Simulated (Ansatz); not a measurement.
```yaml
crystal:
  periodic: [false, false, false]
  atoms:
    - {symbol: Ag, position_ang: [1.603609, 0.442551, -0.783031]}
    - {symbol: Ag, position_ang: [-1.277925, 0.569992, 1.192714]}
    - {symbol: Se, position_ang: [-0.325684, -1.012543, -0.409684]}
basis:
  gaussian: {orbitals: def2-mTZVPP}
total_charge: 2
hamiltonian: {xc: {name: HF}}
correlation: {method: ccsd, electrons: outside_noble_gas}
```

```sh
$ ansatz run in.yaml --threads 4 --pin off --events-out ev --progress --plain --max-ram 3916MiB
```

Shortened log:

```
Functional definition: HF
1098 factors; integrals over basis functions are off by at most 3.5e-4 eV
mean field evaluation 1: about -73218.6531 eV, gradient 1.0e2 eV
mean field evaluation 2: about -73218.8590 eV, gradient 1.0e2 eV
mean field evaluation 4: about -73236.1729 eV, gradient 9.3e0 eV
mean field evaluation 8: about -73236.7384 eV, gradient 1.7e0 eV
mean field evaluation 16: about -73236.7650 eV, gradient 8.4e-7 eV
mean field evaluation 32: about -73235.3199 eV, gradient 7.4e-2 eV
mean field evaluation 64: about -73235.3201 eV, gradient 8.8e-1 eV
mean field evaluation 96: about -73235.3827 eV, gradient 1.1e-4 eV
mean field evaluation 128: about -73235.3143 eV, gradient 7.5e-1 eV
mean field evaluation 160: about -73235.2125 eV, gradient 2.2e0 eV
mean field evaluation 192: about -73222.5427 eV, gradient 3.5e0 eV
mean field evaluation 224: about -73222.2140 eV, gradient 5.5e-2 eV
mean field evaluation 256: about -73236.7247 eV, gradient 2.9e0 eV
mean field evaluation 288: about -73236.7609 eV, gradient 7.8e-1 eV
mean field -73236.76498914 eV, -2691.4014716885 hartree, gradient 2.3e-6 eV, S^2 0.000000; 12 other end points of the search recorded, 0 dependent functions left out; unrestricted orbitals would lower it
determinant -73236.76498914 eV, -2691.4014716885 hartree, with singles and doubles -73245.68702478 eV, -2691.7293504509 hartree
determinant -73235.38274907 eV, -2691.3506753028 hartree, with singles and doubles -73244.38548542 eV, -2691.6815197615 hartree
determinant -73235.31996835 eV, -2691.3483681539 hartree, with singles and doubles -73244.45389056 eV, -2691.6840336039 hartree
22 core orbitals not correlated: weight in the atoms' cores, before any rotation towards them, 1.000 or more for the frozen orbitals, at most 0.000 for the correlated occupied ones
reference -73236.76498914 eV, -2691.4014716885 hartree; 13, 13 occupied and 67, 67 virtual orbitals, 1098 factors
second order -8.40928981 eV of doubles, -0.00000000 eV of singles
cycle   1  -8.89759051 eV  change   -3.5e-1 eV  update   3.8e-2
cycle   2  -8.94993862 eV  change   -5.2e-2 eV  update   1.0e-2
cycle   3  -8.94877931 eV  change    1.2e-3 eV  update   6.0e-3
cycle   4  -8.95471577 eV  change   -5.9e-3 eV  update   2.8e-3
cycle   5  -8.95648413 eV  change   -1.8e-3 eV  update   1.8e-3
cycle   6  -8.95780477 eV  change   -1.3e-3 eV  update   8.8e-4
cycle   7  -8.95827654 eV  change   -4.7e-4 eV  update   5.0e-4
cycle   8  -8.95851198 eV  change   -2.4e-4 eV  update   2.1e-4
cycle   9  -8.95854248 eV  change   -3.0e-5 eV  update   9.5e-5
cycle  10  -8.95852381 eV  change    1.9e-5 eV  update   4.1e-5
cycle  11  -8.95852057 eV  change    3.2e-6 eV  update   2.1e-5
Total energy: -73245.72350971 eV, -2691.7306912472 hartree
```

Run time 6.5 s (4 threads of Arm Neoverse V2 on a shared host).

In the def2 sets Ag takes a core potential; there is no spin–orbit coupling. Correlated methods freeze 22 core orbitals. The restricted singlet (for correlated methods, its reference) is unstable: a solution with broken spin symmetry lies lower. This restricted singlet of an open-shell metal wasn't tested against broken symmetry.
